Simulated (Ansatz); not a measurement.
`[AlH2]/[N]=C\[SeH]` + `C/N=C/[SeH]` → `C/N=C\[Se][AlH2]` + `N=C[SeH]`  (ligand exchange at the Al–N bond)

Isolated molecules relaxed with PBE0-D4/def2-TZVP in Ansatz; ΔE leaves out vibrations. CCSD(T)/CBS is the MP2 limit (def2-TZVPP, def2-QZVPP) plus CCSD(T) − MP2 in def2-TZVPP, frozen cores. Double bonds are as drawn, so ΔE can hold a change between cis and trans. Functionals use def2-TZVPP. B3LYP here is the variant with VWN-RPA as its local correlation; programs differ in this. For Se outer-core shells are correlated without core-valence functions, which leaves a few kJ/mol of doubt a bond. Scalar relativity is left out up to krypton. One conformer a species, not always the lowest.

```tsv
level	ΔE (kcal/mol)	difference from CCSD(T)/CBS
PBE-D4	-5.3	1.2
r2SCAN-D4	-4.4	2.1
PBE0-D4	-6.0	0.5
B3LYP-D4	-3.1	3.4
ωB97X-V	-4.8	1.7
ωB97M-V	-4.9	1.6
B2PLYP	-2.9	3.6
PBE	-4.4	2.1
r2SCAN	-4.2	2.3
PBE0	-5.2	1.3
B3LYP	-1.6	4.9
HF/def2-TZVPP	-2.7	3.8
MP2/def2-TZVPP	-5.1	1.4
SCS-MP2/def2-TZVPP	-4.3	2.2
CCSD/def2-TZVPP	-4.8	1.7
CCSD(T)/def2-TZVPP	-5.3	1.2
HF/def2-QZVPP	-2.4	4.1
MP2/def2-QZVPP	-5.7	0.8
SCS-MP2/def2-QZVPP	-4.8	1.7
HF/CBS(def2)	-2.4	4.1
MP2/CBS(def2)	-6.3	0.2
CCSD/CBS(def2)	-5.9	0.6
CCSD(T)/CBS	-6.5	0
```

Largest T1 diagnostic among the species: 0.013.

From PBE to PBE0 (25 % exact exchange), in def2-TZVPP and without D4, ΔE moves by −0.7 kcal/mol. The D4 term adds −1.5 kcal/mol with B3LYP and −0.8 kcal/mol with PBE0; it sums over pairs of atoms, weighted by their polarisabilities, and B3LYP, whose exchange is more repulsive, gets the larger term.
